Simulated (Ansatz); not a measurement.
CuNi2⁺, relaxed as a singlet with RKS PBE0-D4/def2-TZVP in Ansatz, starting from the GFN2-xTB geometry. Force threshold 0.02 eV/Å.

The relaxation made no stability test and no search for a lower SCF solution. No other spin state of charge 1 was run. Another isomer (triplet) lies 3.91 eV lower at PBE0-D4/def2-TZVP; other spin states weren't run for this one.

Start:

```xyz
3

Ni   -0.575   -1.058    1.763
Ni    0.443    0.700   -1.965
Cu    0.132    0.357    0.202
```

| step | energy (eV) | largest force component (eV/Å) | SCF passes |
| --- | --- | --- | --- |
| 1 | -126698.3809 | 0.778 | 72 |
| 2 | -126698.4382 | 0.467 | 48 |
| 3 | -126698.4931 | 0.024 | 66 |
| 4 | -126698.4971 | 0.014 | 51 |
| 5 | -126698.4972 | 0.054 | 49 |
| 6 | -126698.4982 | 0.002 | 41 |

Force components are those of the run's own axes.

End:

```xyz
3

Ni   -0.5664   -0.9762    2.0855
Ni    0.5705    0.9873   -2.0792
Cu   -0.0041   -0.0111   -0.0064
```

By distances, no bond broke or formed. The bond that changes most is Ni2–Cu3, from 2.22 to 2.37 Å (atoms count from 1).

The force fell under the threshold at step 4, but the optimiser went on. No frequencies were taken in this run, so the end may be a saddle point.

Hardware: 4 threads of Arm Neoverse V1 on a shared host. Wall time 18 s.
